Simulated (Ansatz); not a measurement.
`[NH2][Al]([F])[Br]` + PH₃ → `[NH2][Al]([F])[PH2]` + HBr at 500 K and 1 bar (ligand exchange at the Al–Br bond).

Gas-phase electronic energies from Ansatz, PBE0-D4/def2-TZVP geometries. CCSD(T)/CBS adds triple-zeta CCSD(T) − MP2 to the extrapolated MP2 energy (def2 sets, frozen cores). This one scheme is used for every species. For Br outer-core shells are correlated without core-valence functions, which leaves a few kJ/mol of doubt a bond. Scalar relativity is left out up to krypton. One conformer a species, not always the lowest.

| species | CCSD(T)/CBS energy (Eh) | H − E (kJ/mol) | S (J/(mol·K)) |
| --- | --- | --- | --- |
| `[NH2][Al]([F])[Br]` | -2971.22802 | 114.2 | 375.8 |
| PH₃ | -342.72256 | 81.5 | 231.4 |
| `[NH2][Al]([F])[PH2]` | -739.98837 | 164.1 | 401.0 |
| HBr | -2573.91920 | 30.5 | 213.7 |

H − E and S are ideal-gas, rigid-rotor, harmonic terms from PBE0-D4/def2-TZVP, for one conformer and one mirror image of each species. 1 Eh = 2625.50 kJ/mol, R = 8.31446 J/(mol·K).

Q: By hand: ΔE, ΔH, ΔS and ΔG.

A: ΔE = (-739.98837) + (-2573.91920) − (-2971.22802) − (-342.72256) = 0.04301 Eh = 112.9 kJ/mol. Δ(H − E) = 164.1 + 30.5 − 114.2 − 81.5 = -1.1, so ΔH = 111.8 kJ/mol. ΔS = 401.0 + 213.7 − 375.8 − 231.4 = 7.5 J/(mol·K). ΔG = 111.8 − 500 × (7.5)/1000 = 108.0 kJ/mol.

Q: By hand: the equilibrium constant, and the temperature at which ΔG would vanish if ΔH and ΔS stayed fixed.

A: log₁₀ K = −ΔG/(RT ln 10) = -11.3. ΔG = 0 at ΔH/ΔS = 14907 K, far beyond where these terms or the molecules hold.

The number of gas molecules stays the same, so ΔS is small and ΔH decides. A doubt of 5 kJ/mol in ΔE shifts log₁₀ K by 0.5 here. Other conformers and mirror images would add mixing entropy, several J/(mol·K) or more a flexible species. These are equilibria of isolated gas molecules and say nothing of rates. Largest T1 diagnostic: 0.013 (customary marks: 0.02 for closed shells, 0.045 for open ones).
